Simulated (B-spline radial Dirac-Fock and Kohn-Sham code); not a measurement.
**Relativistic shifts of the levels of Cd⁴³⁺**

System: cadmium as Cd⁴³⁺ in the configuration [He] 2s2 2p1.

Both columns are ΔSCF binding energies of the configuration average from a radial atomic solver: non-relativistic Hartree-Fock with a point nucleus, and Dirac-Fock with a finite nucleus and the Coulomb interaction alone, averaged over the two j levels with weights 2j+1.

```
shell  Hartree-Fock (eV)  Dirac-Fock (eV)  shift (eV)  shift (%)
   1s            29735.1          30680.8     +945.75      +3.18
   2s             6948.9           7224.5     +275.63      +3.97
   2p             6864.4           6976.4     +111.99      +1.63
```

Relativity binds 1s, 2s, 2p more strongly, among those listed most of all 2s in relative terms.

Values without a named source are computed, but for edge energies of neutral atoms, which are taken from tables.
